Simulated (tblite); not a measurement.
C₈H₁₂P₂.
Numbering: `[CH:1]#[C:2][PH:3][P:4](/[CH:5]=[CH:6]/[CH3:7])[C:8](=[CH2:9])[CH3:10]` (hydrogens: H11 on C1; H12 on P3; H13 on C5; H14 on C6; H15, H16, H17 on C7; H18, H19 on C9; H20, H21, H22 on C10)

Computed with GFN2-xTB (tblite), gas phase: L-BFGS steps from a force-field or distance-geometry start until the largest atomic force falls under 0.01 eV/Å.

Step 12: E = -766.0903 eV
```
atom  x, y, z in Å  |  force x, y, z in eV/Å
C1      0.6220    1.9992    4.0083   -0.021  -0.057  -0.075
C2     -0.1062    1.4196    3.2452    0.080  -0.037   0.058
P3     -1.1586    0.3654    2.3053   -0.089  -0.010  -0.072
P4     -0.4373    0.9832    0.3359    0.004   0.102  -0.062
C5      0.9836   -0.1599    0.2426   -0.094  -0.005  -0.011
C6      1.8213   -0.1253   -0.7868   -0.004   0.023   0.080
C7      3.0315   -0.9823   -0.9322   -0.013  -0.003   0.002
C8     -1.6880    0.0872   -0.6862   -0.009   0.037   0.129
C9     -2.6829    0.8070   -1.1921    0.098  -0.031  -0.003
C10    -1.5430   -1.3765   -0.9577    0.012   0.027  -0.036
H11     1.2577    2.5554    4.6320    0.015   0.041   0.010
H12    -2.2163    1.2927    2.2831   -0.025  -0.061  -0.045
H13     1.1482   -0.8216    1.0880    0.063   0.007  -0.049
H14     1.6381    0.5681   -1.6017   -0.005  -0.044   0.051
H15     3.9187   -0.3569   -1.0232    0.013   0.008  -0.011
H16     3.1571   -1.6472   -0.0806   -0.037   0.015   0.009
H17     2.9552   -1.5796   -1.8395    0.025  -0.033  -0.036
H18    -2.7627    1.8666   -1.0113   -0.011  -0.009  -0.011
H19    -3.4366    0.3588   -1.8206   -0.061   0.045   0.043
H20    -1.4157   -1.9539   -0.0408    0.019   0.108  -0.002
H21    -2.4236   -1.7357   -1.4848   -0.032  -0.071   0.002
H22    -0.6727   -1.5450   -1.5898    0.072  -0.053   0.028
```

Step 13: E = -766.0935 eV
```
atom  x, y, z in Å  |  force x, y, z in eV/Å
C1      0.6238    1.9982    4.0045    0.042  -0.004   0.001
C2     -0.0978    1.4103    3.2432   -0.065  -0.082  -0.047
P3     -1.1596    0.3661    2.2983   -0.036  -0.039  -0.036
P4     -0.4345    0.9854    0.3326    0.001   0.130  -0.029
C5      0.9837   -0.1592    0.2443   -0.085   0.000  -0.046
C6      1.8208   -0.1246   -0.7855   -0.017   0.001   0.087
C7      3.0297   -0.9819   -0.9323    0.010  -0.012   0.004
C8     -1.6857    0.0896   -0.6846   -0.021  -0.040   0.088
C9     -2.6805    0.8077   -1.1914    0.007   0.022  -0.031
C10    -1.5415   -1.3751   -0.9557    0.009   0.014  -0.036
H11     1.2549    2.5566    4.6312    0.021   0.031   0.004
H12    -2.2212    1.2881    2.2744   -0.006  -0.024  -0.023
H13     1.1464   -0.8220    1.0880    0.069  -0.005  -0.021
H14     1.6357    0.5673   -1.5999   -0.005  -0.017   0.028
H15     3.9165   -0.3548   -1.0208    0.007  -0.012  -0.025
H16     3.1545   -1.6457   -0.0799   -0.032   0.007   0.009
H17     2.9531   -1.5809   -1.8393    0.033  -0.009  -0.017
H18    -2.7627    1.8679   -1.0097    0.001  -0.034  -0.019
H19    -3.4389    0.3609   -1.8181   -0.011   0.051   0.075
H20    -1.4152   -1.9528   -0.0386    0.027   0.118   0.001
H21    -2.4223   -1.7388   -1.4816   -0.004  -0.037   0.004
H22    -0.6695   -1.5429   -1.5864    0.053  -0.057   0.031
```

Step 14: E = -766.0961 eV
```
atom  x, y, z in Å  |  force x, y, z in eV/Å
C1      0.6251    1.9965    4.0006    0.072   0.025   0.043
C2     -0.0917    1.4021    3.2405   -0.144  -0.096  -0.091
P3     -1.1606    0.3654    2.2914    0.018  -0.052  -0.006
P4     -0.4325    0.9897    0.3298   -0.006   0.109  -0.003
C5      0.9817   -0.1587    0.2448   -0.080  -0.005   0.000
C6      1.8199   -0.1239   -0.7824    0.020  -0.012  -0.001
C7      3.0281   -0.9817   -0.9322    0.014  -0.012   0.011
C8     -1.6840    0.0905   -0.6806   -0.115   0.006  -0.030
C9     -2.6786    0.8088   -1.1914    0.040  -0.021   0.017
C10    -1.5401   -1.3735   -0.9546    0.014  -0.015  -0.020
H11     1.2524    2.5575    4.6301    0.011   0.009  -0.017
H12    -2.2239    1.2838    2.2665   -0.004   0.009  -0.004
H13     1.1460   -0.8220    1.0874    0.053  -0.006  -0.005
H14     1.6335    0.5661   -1.5975   -0.003   0.006   0.012
H15     3.9148   -0.3534   -1.0195   -0.001  -0.027  -0.031
H16     3.1516   -1.6443   -0.0790   -0.020  -0.005   0.010
H17     2.9520   -1.5820   -1.8394    0.031   0.015   0.006
H18    -2.7624    1.8682   -1.0087    0.009  -0.012  -0.016
H19    -3.4408    0.3636   -1.8146    0.004   0.036   0.072
H20    -1.4140   -1.9494   -0.0367    0.032   0.101   0.014
H21    -2.4213   -1.7417   -1.4788    0.028  -0.003   0.008
H22    -0.6656   -1.5423   -1.5826    0.026  -0.049   0.031
```

**Question.** Estimate the geometry and energy of step 15. (The exact step hangs on the optimiser's Hessian estimate; all steps are aligned on step 14, rigid shifts and turns removed.)

**Answer.** E = -766.0978 eV, largest force 0.163 eV/Å
```
atom  x, y, z in Å  |  force x, y, z in eV/Å
C1      0.6257    1.9945    3.9970    0.057   0.018   0.034
C2     -0.0894    1.3966    3.2373   -0.135  -0.068  -0.060
P3     -1.1605    0.3632    2.2860    0.037  -0.042   0.005
P4     -0.4318    0.9946    0.3280   -0.014   0.051   0.009
C5      0.9780   -0.1586    0.2451    0.000   0.004  -0.036
C6      1.8195   -0.1235   -0.7803   -0.019  -0.021   0.003
C7      3.0269   -0.9816   -0.9318    0.015  -0.012   0.012
C8     -1.6850    0.0914   -0.6774   -0.007  -0.056  -0.051
C9     -2.6759    0.8088   -1.1907   -0.087   0.057  -0.019
C10    -1.5389   -1.3725   -0.9541    0.012  -0.003   0.003
H11     1.2504    2.5577    4.6286   -0.005  -0.013  -0.040
H12    -2.2239    1.2809    2.2606   -0.008   0.020   0.010
H13     1.1464   -0.8216    1.0867    0.030  -0.008   0.014
H14     1.6319    0.5651   -1.5952    0.000   0.029  -0.012
H15     3.9135   -0.3530   -1.0193   -0.003  -0.031  -0.026
H16     3.1491   -1.6435   -0.0781   -0.008  -0.015   0.012
H17     2.9521   -1.5824   -1.8394    0.023   0.026   0.021
H18    -2.7616    1.8682   -1.0082    0.018  -0.005  -0.011
H19    -3.4420    0.3660   -1.8108    0.012   0.020   0.063
H20    -1.4122   -1.9448   -0.0350    0.031   0.072   0.036
H21    -2.4203   -1.7435   -1.4768    0.046   0.011   0.008
H22    -0.6623   -1.5427   -1.5793    0.006  -0.033   0.025
```

The energy changes by -0.0017 eV. The first-order estimate −F·Δx gives -0.0027 eV and the mean of the old and new forces, exact on a quadratic surface, -0.0017 eV. The step makes an angle of 64° with the force vector and moves no atom by more than 0.007 Å.

What follows is the cost of the whole relaxation. Time: 1.8 s of wall time. Hardware: Arm Neoverse V1, one thread, no GPU, shared host.
